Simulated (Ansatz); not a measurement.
A nudged elastic band was laid between two geometries of Cl3FH2W + ClHO (10 atoms, charge 0, multiplicity 1).

Theory: Ansatz 0.2.0, RHF/def2-SVP.

| Item | Value |
| --- | --- |
| movable images | 5 |
| climbing image | yes |
| spring | 5.0 eV/Å² |
| optimiser | quadratic models (default) |
| start path | through a guess of the saddle point |
| force threshold | 0.03 eV/Å |
| iteration limit | 60 |
| end points | relaxed |

Image 0:

```xyz
10
Properties=species:S:1:pos:R:3
W -0.512 -1.024 -0.307
H -0.661 0.183 0.844
Cl 2.266 -0.320 -0.275
Cl 1.999 3.847 1.339
Cl -2.696 -1.837 -0.307
F 0.207 -2.408 0.663
Cl -0.611 0.240 -2.214
O 1.566 2.246 1.523
H 2.180 0.748 0.440
H 0.670 2.241 1.842
```

Image 6:

```xyz
10
Properties=species:S:1:pos:R:3
W 0.150 -0.384 -0.566
H 0.310 0.116 3.276
Cl 2.545 -0.824 -0.547
Cl 0.318 2.957 0.403
Cl -2.101 0.406 -0.467
F -0.154 -1.552 0.796
Cl 0.066 -0.538 -2.843
O 0.952 1.447 0.031
H 1.913 1.436 0.105
H 0.408 0.852 3.360
```

(1) What changes between the two ends?

(2) Give the energies along the band, and the barrier.

(3) What is the geometry of the highest image?

(4) What are the harmonic wavenumbers there?

The band took 40 iterations and of the order of 30 core-minutes.

## Answers

(1) Bonds broken: W1–H2, Cl3–H9, O8–H10. Bonds formed: W1–O8, H2–H10, O8–H9. Cl3FH2W + ClHO becomes Cl4FHOW + H2.

(2) The forces met the threshold. The highest image is number 2 of 0 to 6, 0.94 eV above the first end and 1.35 eV above the last; the last end lies 0.41 eV below the first. A vibrational analysis at the climbing image gives one clearly imaginary mode, 1308i cm⁻¹: a first-order saddle point. The orbitals stay closed-shell, which can raise the energy where a bond breaks towards radicals; this wasn't checked here.

```json
{"image": "0", "path coordinate (Å)": "0.00", "energy (eV)": "0.00", "W1–H2 (Å)": "1.67", "Cl3–H9 (Å)": "1.29", "O8–H10 (Å)": "0.95"}
{"image": "1", "path coordinate (Å)": "1.23", "energy (eV)": "0.08", "W1–H2 (Å)": "1.68", "Cl3–H9 (Å)": "1.30", "O8–H10 (Å)": "0.95"}
{"image": "2", "path coordinate (Å)": "2.46", "energy (eV)": "0.94", "W1–H2 (Å)": "1.76", "Cl3–H9 (Å)": "2.10", "O8–H10 (Å)": "1.21"}
{"image": "3", "path coordinate (Å)": "4.16", "energy (eV)": "0.44", "W1–H2 (Å)": "1.88", "Cl3–H9 (Å)": "2.61", "O8–H10 (Å)": "2.41"}
{"image": "4", "path coordinate (Å)": "5.85", "energy (eV)": "0.20", "W1–H2 (Å)": "1.92", "Cl3–H9 (Å)": "2.47", "O8–H10 (Å)": "2.23"}
{"image": "5", "path coordinate (Å)": "7.55", "energy (eV)": "-0.30", "W1–H2 (Å)": "2.83", "Cl3–H9 (Å)": "2.44", "O8–H10 (Å)": "2.78"}
{"image": "6", "path coordinate (Å)": "9.24", "energy (eV)": "-0.41", "W1–H2 (Å)": "3.88", "Cl3–H9 (Å)": "2.44", "O8–H10 (Å)": "3.43"}
```

(3) 
```xyz
10
Properties=species:S:1:pos:R:3
W -0.159 -0.702 -0.177
H -0.461 0.650 0.915
Cl 2.324 -0.349 -0.330
Cl 1.339 3.363 1.016
Cl -2.482 -1.163 0.059
F 0.241 -2.180 0.818
Cl -0.399 0.157 -2.276
O 1.414 1.747 1.453
H 2.133 1.293 0.964
H 0.456 1.101 1.106
```

(4) 1308i, 30, 67, 81, 89, 114, 147, 156, 208, 241, 249, 294, 354, 409, 553, 739, 749, 846, 1201, 1408, 1463, 1597, 2009, 3551 cm⁻¹.

Time of the run: 9.4 min on 4 threads of Arm Neoverse V2 (shared host), peak memory 0.57 GiB.
